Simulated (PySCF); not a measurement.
PBE0 on Be (beryllium, neutral), [He] 2s1 3d1, high-spin 3D determinant (an excited configuration). Calculation: PySCF 2.14, in aug-cc-pCVQZ-DK (9s8p6d4f2g, 109 functions); the spin-free X2C one-electron Hamiltonian (Gaussian nucleus).

```
cycle= 1 E= -14.3504030082538  delta_E= -0.00123  |g|= 0.00558  |ddm|= 0.382
cycle= 2 E= -14.3504105986059  delta_E= -7.59e-06  |g|= 0.000513  |ddm|= 0.0172
cycle= 3 E= -14.3504108239568  delta_E= -2.25e-07  |g|= 9.22e-05  |ddm|= 0.00218
cycle= 4 E= -14.3504108376061  delta_E= -1.36e-08  |g|= 1.05e-05  |ddm|= 0.00121
cycle= 5 E= -14.3504108378524  delta_E= -2.46e-10  |g|= 1.19e-06  |ddm|= 0.000258
converged SCF energy = -14.3504108378524  <S^2> = 2.0000019  2S+1 = 3.0000013
```

Highest occupied orbital energy: 0.098 eV; ⟨L²⟩ = 6.00; populations by l: s 3.00, p 0.00, d 1.00, f 0.00.

Can this result be used?

Not for this state. The run converged. The outer electron is Rydberg-like, and this basis confines it to a smaller radius and binds it less than a complete one would. At PBE0 the highest occupied level has a positive energy, so only the finite basis holds that electron; for this excited configuration the basis is too tight for the outer shell.
